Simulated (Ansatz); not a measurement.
Reaction (formal hydrolysis of the Sn–Br bond): `[Br][SnH]([Br])[Br]` + H₂O → `[OH][SnH]([Br])[Br]` + HBr

Computed with Ansatz on PBE0-D4/def2-TZVP structures; ΔE is electronic, products minus reactants. CCSD(T)/CBS is the MP2 limit (def2-TZVPP, def2-QZVPP) plus CCSD(T) − MP2 in def2-TZVPP, frozen cores. This one scheme is used for every species. DFT in def2-TZVPP. HSE06 is defined as in plane-wave codes. Elements past krypton have def2 core potentials. For Br, Sn outer-core shells are correlated without core-valence functions, which leaves a few kJ/mol of doubt a bond. Scalar relativity is left out up to krypton. One conformer a species, not always the lowest.

`[Br][SnH]([Br])[Br]`:

Z-matrix (Å, degrees):
```
Sn
Br 1 2.454
Br 1 2.454 2 108.1
Br 1 2.454 2 108.1 3 -116.8
H 1 1.696 2 110.8 3 121.6
```

H₂O:

Z-matrix (Å, degrees):
```
O
H 1 0.960
H 1 0.960 2 105.1
```

`[OH][SnH]([Br])[Br]`:

Cartesian coordinates in Å:
```
O -1.469 0.544 0.342
Sn 0.165 -0.216 -0.380
Br 0.961 -1.962 1.163
Br 1.888 1.541 -0.428
H -1.365 0.918 1.221
H -0.180 -0.824 -1.919
```

HBr:

Cartesian coordinates in Å:
```
Br -0.676 0.137 -0.171
H 0.676 -0.137 0.171
```

**Question.** Is it downhill or uphill in electronic energy at CCSD(T)/CBS, and by how much? (Best estimate.)

**Answer.** The calculation gave: Uphill: ΔE = +18.6 kcal/mol.

**Question.** What do these levels give: PBE-D4, BHLYP-D4, ωB97X-V, HSE06, CCSD(T)/def2-SVP, MP2/def2-TZVPP? (An estimate is asked.)

**Answer.** Ansatz gave: PBE-D4 17.5, BHLYP-D4 19.6, ωB97X-V 16.8, HSE06 18.6, CCSD(T)/def2-SVP 16.2, MP2/def2-TZVPP 17.8 kcal/mol.

**Question.** What do rigid-rotor, harmonic-oscillator terms from PBE0-D4/def2-TZVP frequencies (298.15 K, 1 bar) make of the CCSD(T)/CBS value? (Estimate.)

**Answer.** Ansatz gave: ΔZPE = -1.9 kcal/mol, ΔH = +16.5 kcal/mol, ΔS = 8 J/(mol·K), ΔG = +15.9 kcal/mol.

Largest T1 diagnostic among the species: 0.010.

From PBE to PBE0 (25 % exact exchange), in def2-TZVPP and without D4, ΔE moves by +1.7 kcal/mol. At CCSD(T), def2-SVP lies −2.5 kcal/mol from the extrapolated value and def2-TZVPP −2.1 kcal/mol. In def2-TZVPP, CCSD(T) changes the Hartree–Fock value by −2.5 kcal/mol (the triples alone add −0.4 kcal/mol) and MP2 by −1.2 kcal/mol.
